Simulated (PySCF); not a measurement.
Si(Cl)3(SMe) (CH3Cl3SSi), SMILES S([Si](Cl)(Cl)Cl)C. Atoms are numbered in the order given.

```xyz
9

C      0.0059     2.7277     0.0000
S     -1.2847     1.4130     0.0000
Si    -0.0246    -0.2848     0.0000
Cl     1.2092    -0.3225     1.6547
Cl    -1.2336    -1.9423     0.0000
Cl     1.2092    -0.3225    -1.6547
H     -0.5341     3.6833     0.0000
H      0.6288     2.6570    -0.9015
H      0.6288     2.6570     0.9015
```
Charge 0, spin multiplicity 1.

Geometry: B3LYP-D3(BJ)/def2-SVP. The structure was generated by enumeration, and PubChem lists no compound with its InChIKey, so it may never have been made. The values are those of a single conformer.

Method: PBE/def2-TZVP run with PySCF.

ESP charges are fitted to the potential on shells at 1.4 to 2.0 van der Waals radii. Atomic charges (e):

```csv
atom,Mulliken,Löwdin,ESP fit
C1,-0.34,-0.50,-0.52
S2,-0.14,0.40,0.00
Si3,0.53,-1.04,-0.10
Cl4,-0.18,0.26,-0.01
Cl5,-0.16,0.28,0.02
Cl6,-0.18,0.26,-0.01
H7,0.15,0.12,0.22
H8,0.15,0.11,0.19
H9,0.15,0.11,0.19
```

Computed Mayer and Wiberg (Löwdin basis) orders of the bonds:
```
bond     Mayer  Wiberg
-------  -----  ------
C1–S2     1.01    1.42
S2–Si3    1.25    1.60
Si3–Cl4   1.19    1.83
Si3–Cl5   1.22    1.88
Si3–Cl6   1.19    1.83
C1–H7     0.94    0.93
C1–H8     0.95    0.94
C1–H9     0.95    0.94
```
